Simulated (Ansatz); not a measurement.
Cartesian coordinates in Å:
```
N -0.867 0.747 -0.730
Si 0.619 0.184 -0.095
Se 0.687 -1.949 0.743
H -1.318 0.249 -1.481
H -1.549 1.148 -0.105
H 0.998 1.139 0.973
H 1.630 0.114 -1.176
H -0.200 -1.632 1.870
```

Total charge 0; spin multiplicity 1.

Question: List the PBE/def2-TZVPP orbital energies in eV (Ansatz). (An estimate is asked.)

Answer: Ansatz gave: Occupied: -12301.96, -1780.18, -1561.96, -1402.74, -1402.70, -1402.65, -380.28, -204.95, -150.29, -150.18, -150.02, -137.83, -94.60, -94.55, -94.54, -53.40, -53.37, -53.25, -53.16, -53.15, -21.35, -17.32, -13.18, -12.39, -10.10, -9.32, -8.37, -7.97, -6.34, -5.71. Lowest empty: -0.66, -0.41, -0.04, 0.88, 1.17, 1.63, 1.68, 3.28.
